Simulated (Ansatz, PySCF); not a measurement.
Process, species as SMILES: C[C]O -> C[C]O as doublet, charge +1 + e-
Geometries: B3LYP-D3(BJ)/def2-TZVP minima from Ansatz (a program for electronic structure), one conformer each, not searched for the lowest. Unstable Hartree-Fock reference: C[C]O.

Quantity: adiabatic ionisation energy (0 K, with B3LYP-D3(BJ) harmonic zero-point energies from PySCF), in eV. Valence correlation only, unless marked. UHF or UKS for open shells. Spin-orbit coupling is left out. Non-relativistic. CBS marks a two-point X^-3 extrapolation of the correlation energy; Hartree-Fock from the larger set. [CCSD(T)-MP2]/basis is that difference in the basis named.

```json
[
 {"level": "PBE0/6-31G*", "program": "Ansatz", "adiabatic ionisation energy (eV)": "7.73"},
 {"level": "wB97M-V/def2-TZVPD", "program": "Ansatz", "adiabatic ionisation energy (eV)": "(withheld)"},
 {"level": "RPA@PBE/cc-pVTZ", "program": "Ansatz", "adiabatic ionisation energy (eV)": "(withheld)"},
 {"level": "RI-MP2/CBS(cc-pVTZ,cc-pVQZ)+[CCSD(T)-MP2]/cc-pVTZ", "program": "Ansatz", "adiabatic ionisation energy (eV)": "8.24"}
]
```

Question: Some entries are withheld; supply them.

Answer: 
- wB97M-V/def2-TZVPD, adiabatic ionisation energy (eV): 8.14
- RPA@PBE/cc-pVTZ, adiabatic ionisation energy (eV): 8.44
